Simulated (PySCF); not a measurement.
# Magnetisability: SMILES CNC(=O)C1(C)CC1, C$_{6}$H$_{11}$NO

Geometry:
```csv
atom,x (Å),y (Å),z (Å)
C1,2.938,-0.210,0.107
N2,1.529,-0.196,0.413
C3,0.591,0.080,-0.524
O4,0.886,0.326,-1.679
C5,-0.836,0.064,-0.056
C6,-1.132,-0.261,1.391
C7,-1.731,1.059,-0.757
C8,-1.829,-0.386,-1.103
H9,3.040,0.019,-0.952
H10,3.369,-1.193,0.308
H11,3.471,0.541,0.694
H12,1.258,-0.392,1.361
H13,-2.207,-0.233,1.557
H14,-0.676,0.467,2.062
H15,-0.782,-1.259,1.652
H16,-2.522,1.516,-0.181
H17,-1.263,1.714,-1.477
H18,-1.425,-0.700,-2.053
H19,-2.689,-0.947,-0.770
```

Method used: GIAO PBE0/pcSseg-1 magnetisability, rotational g tensor and spin-rotation constants, non-relativistic, gas phase in PySCF. Geometry: GFN2-xTB.

Q: How diamagnetic is it, and how anisotropic?

A: Isotropic -1385 × 10⁻³⁰ J/T², or -83.4 × 10⁻⁶ cm³/mol; principal values -1453, -1440, -1263 × 10⁻³⁰ J/T², anisotropy 184 × 10⁻³⁰ J/T² (root of half the summed squared differences of the principal values). The susceptibility is in cgs units.

Q: Split it along the inertial axes a, b, c into diamagnetic and paramagnetic parts about the centre of mass, with the quadrupole moment.

A: 
| axis | χ (10⁻⁶ cm³/mol) | diamagnetic (10⁻⁶ cm³/mol) | paramagnetic (10⁻⁶ cm³/mol) | summed x² of all electrons (Å²) | quadrupole Θ (D Å) |
| --- | --- | --- | --- | --- | --- |
| a | -84.2 | -440.2 | 356.0 | 194.0 | +7.32 |
| b | -79.3 | -935.5 | 856.2 | 77.3 | -5.17 |
| c | -86.8 | -1151.0 | 1064.2 | 26.5 | -2.14 |

Anisotropies 2χaa − χbb − χcc = -2.3 and 2χbb − χaa − χcc = +12.3 × 10⁻⁶ cm³/mol. Θ is traceless in Buckingham's convention.

Q: And the rotational g tensor?

A: 
```csv
axis,rotational constant (GHz),g,nuclear part,electronic part
a,3.7743,-0.0096,0.6217,-0.6312
b,1.5078,-0.0021,0.6044,-0.6065
c,1.1938,+0.0015,0.5984,-0.5968
```
Asymmetric top; isotopes 12C, 1H, 14N, 16O; no vibrational averaging.
